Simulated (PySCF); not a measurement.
Working out the ionisation energy of P²⁺

P²⁺ [Ne] 3s2 3p1 (2P) → P³⁺ [Ne] 3s2 (1S). Calculation: PySCF 2.14, in pcseg-2 (5s4p2d1f, 34 functions); no relativity, point nucleus. Frozen: [Ne]. Energies in hartree (1 hartree = 27.21139 eV):

```csv
part,P²⁺ (lower),P³⁺ (upper)
UHF,-339.640613,-338.554771
CCSD correlation,-0.063151,-0.048825
(T),-0.000963,0.000000
```

Q: What does Hartree-Fock give?

A: (-338.554771) − (-339.640613) = 1.085842 hartree = 29.547 eV.

Q: What do CCSD and CCSD(T) give?

A: The CCSD correlation energies differ by 0.014326 hartree = 0.390 eV and the triples by 0.000963 hartree = 0.026 eV, so CCSD gives 29.937 eV and CCSD(T) 29.963 eV.

Reference: 30.203 eV (measured; NIST Atomic Spectra Database, ionization energies), between the lowest levels; spin-orbit coupling is absent from the calculation.

What remains against the reference includes basis incompleteness, the frozen core and higher excitations.
